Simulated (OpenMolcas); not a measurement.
## Co3+: effect of the active space

* Program: OpenMolcas 26.06
* Method: CASSCF or its RAS form
* Basis: ANO-RCC-VQZP
* Scalar Hamiltonian: DKH2, point nucleus
* Spin-orbit coupling: state interaction with AMFI integrals over the reference wave functions, term energies averaged over their components

A. 6 electrons in 5 orbitals (3d); 2S+1 = 5 even, 5 roots; 2S+1 = 3 even, 45 roots; 2S+1 = 1 even, 50 roots; cost about 29 core-seconds
B. 12 electrons in 8 orbitals (RAS1 3p, at most 2 holes; RAS2 3d); 2S+1 = 5 even, 5 roots; 2S+1 = 3 even, 45 roots; 2S+1 = 1 even, 44 roots; cost about 50 core-seconds

Energies in eV above 3d6 5D4, the measured ground level; measured values from Sugar and Corliss, J. Phys. Chem. Ref. Data 10, 1097 (1981).

```json
{"Level": "3d6 5D4", "A": "0.0000", "B": "0.0000", "Measured": "0.0000"}
{"Level": "3d6 5D3", "A": "0.0762", "B": "0.0769", "Measured": "0.0792"}
{"Level": "3d6 5D2", "A": "0.1299", "B": "0.1303", "Measured": "0.1336"}
{"Level": "3d6 5D1", "A": "0.1645", "B": "0.1645", "Measured": ""}
{"Level": "3d6 5D0", "A": "0.1815", "B": "0.1813", "Measured": "0.1852"}
{"Level": "3d6 3H6", "A": "3.2592", "B": "3.4904", "Measured": "2.9359"}
{"Level": "3d6 3H5", "A": "3.2984", "B": "3.5266", "Measured": "2.9796"}
{"Level": "3d6 3H4 [75 %]", "A": "3.3272", "B": "3.5687", "Measured": ""}
{"Level": "3d6 3P2(1)", "A": "3.5623", "B": "3.0987", "Measured": "2.8372"}
{"Level": "3d6 3F4(1) [72 %]", "A": "3.7297", "B": "3.5118", "Measured": ""}
{"Level": "3d6 3F3(1)", "A": "3.7726", "B": "3.5726", "Measured": "3.1908"}
{"Level": "3d6 3P1(1)", "A": "3.7851", "B": "3.3265", "Measured": "3.0660"}
{"Level": "3d6 3F2(1)", "A": "3.8047", "B": "3.6022", "Measured": "3.2197"}
{"Level": "3d6 3P0(1)", "A": "3.8772", "B": "3.4161", "Measured": "3.1552"}
{"Level": "3d6 3G5", "A": "4.1118", "B": "4.1454", "Measured": "3.5982"}
{"Level": "3d6 3G4", "A": "4.1837", "B": "4.2094", "Measured": "3.6690"}
{"Level": "3d6 3G3", "A": "4.2149", "B": "4.2395", "Measured": "3.7031"}
{"Level": "3d6 1I6", "A": "4.9110", "B": "5.2467", "Measured": "4.4563"}
{"Level": "3d6 1G4(1)", "A": "5.1878", "B": "4.9556", "Measured": "4.5481"}
{"Level": "3d6 3D1", "A": "5.3137", "B": "5.0553", "Measured": ""}
{"Level": "3d6 3D2", "A": "5.3176", "B": "5.0583", "Measured": ""}
{"Level": "3d6 3D3", "A": "5.3390", "B": "5.0824", "Measured": "4.5322"}
{"Level": "3d6 1F3", "A": "7.4276", "B": "7.1756", "Measured": "6.2773"}
{"Level": "3d6 3P0(2)", "A": "8.7375", "B": "8.1425", "Measured": "7.2308"}
```

Deviations, from unrounded energies. A percentage is the sum of absolute deviations over the sum of measured energies, with the sign that they share, or ± where signs differ.

```tsv
Against measurement	Levels	A	B
mean absolute deviation (cm-1)	18	4500	3500
fine structure of the ground term (%)	3	-2.6	-2.4
other terms of the ground configuration (%)	15	+17.0	+13.2
```

B lies closest to measurement on these levels. The largest miss of B in the table is 3d6 3P0(2), by +7400 cm-1. The ranking rests on the paired levels alone, and a cruder setting can come out closer through cancelling errors.

The spin-orbit steps hold different terms of 3d6 (B lacks a 1D, a 1S), which shifts levels as well.

Between A and B the level of the table that moves most is 3d6 3P0(2), by 4800 cm-1 (lowest in B, highest in A).

Without dynamic correlation excited terms often stand tens of per cent too high (terms of higher spin than the ground term too low), and those without a measured partner can miss by more than the paired ones. Active for correlation alone: 3p; no level in the range computed is led by a configuration that opens it, so any true level of that kind is missing (holds for B). Computed and measured levels are paired by configuration, term and J; levels that our copy of the source lacks, or whose pairing is in doubt (as where it misses far off the trend of its configuration), stay unpaired and out of the deviations. Levels of configurations outside the active space are missing. The table leaves out levels that lie high or whose names do not pair safely across all columns.

A share in square brackets marks a mixed level and gives the weight of the term that names it, the lowest over the columns. A number in round brackets counts repeated terms of one configuration in the order of the reference energies.
